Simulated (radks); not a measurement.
Q: Er, configuration [Xe] 4f12 6s2. Calculated with a radial shooting solver on a logarithmic mesh with Libxc functionals: Dirac Kohn-Sham, SOGGA, spin-unpolarised, spherical densities, point nucleus; open shells are shared between the two j in proportion to 2j + 1. Some entries of the table are withheld. Estimate them.

orbital,occ.,eigenvalue (hartree),<1/r> (bohr^-1),<r^2> (bohr^2)
1s1/2,2,-2105.220,77.56,(1)
2s1/2,2,-353.4696,18.65,0.008778
2p1/2,2,-336.6812,18.62,0.006332
2p3/2,4,-303.0046,16.15,0.007551
3s1/2,2,-79.18532,6.824,0.05797
3p1/2,2,-71.82018,6.740,0.05365
3p3/2,4,-64.74786,6.108,0.06050
3d3/2,4,-52.14946,5.994,0.04765
3d5/2,6,-50.60347,5.840,0.04955
4s1/2,2,-15.60863,(2),0.2918
4p1/2,2,-12.66668,2.747,0.3048
4p3/2,4,-11.07290,2.528,0.3429
4d3/2,4,(3),2.306,0.3875
4d5/2,6,(4),2.252,0.4026
5s1/2,2,-1.90122,1.065,1.773
5p1/2,2,-1.10892,0.9308,2.296
5p3/2,4,-0.91170,0.8518,2.686
6s1/2,2,-0.13836,(5),(6)
4f5/2,5.14286,-0.13609,1.659,0.9397
4f7/2,6.85714,-0.09630,1.627,1.016

A: 
(1) 1s1/2 <r^2> (bohr^2): 0.0005681
(2) 4s1/2 <1/r> (bohr^-1): 2.856
(3) 4d3/2 eigenvalue (hartree): -6.23159
(4) 4d5/2 eigenvalue (hartree): -5.94201
(5) 6s1/2 <1/r> (bohr^-1): 0.3119
(6) 6s1/2 <r^2> (bohr^2): 18.43
